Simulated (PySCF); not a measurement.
## How methods differ on the ionisation energy of N⁺

N⁺ [He] 2s2 2p2 (3P) → N²⁺ [He] 2s2 2p1 (2P), as a difference of total energies. Calculation: PySCF 2.14, in aug-cc-pVDZ (4s3p2d, 23 functions); the non-relativistic Hamiltonian (point nucleus). Correlated levels: valence: 1s2 frozen. The calculations carry no spin-orbit coupling.

```json
{"method": "UHF", "ionisation energy (eV)": "29.225", "difference from reference (eV)": "-0.376"}
{"method": "LDA", "ionisation energy (eV)": "30.087", "difference from reference (eV)": "+0.486"}
{"method": "r2SCAN", "ionisation energy (eV)": "30.171", "difference from reference (eV)": "+0.570"}
{"method": "MP2 (valence)", "ionisation energy (eV)": "29.462", "difference from reference (eV)": "-0.139"}
{"method": "SCS-MP2 (valence)", "ionisation energy (eV)": "29.358", "difference from reference (eV)": "-0.243"}
{"method": "CCSD (valence)", "ionisation energy (eV)": "29.295", "difference from reference (eV)": "-0.306"}
{"method": "CCSD(T) (valence)", "ionisation energy (eV)": "29.303", "difference from reference (eV)": "-0.298"}
```

Reference: 29.601 eV (semi-empirical (NIST evaluation); NIST Atomic Spectra Database, ionization energies).

Errors of the correlated levels include the incompleteness of this basis and the frozen core.
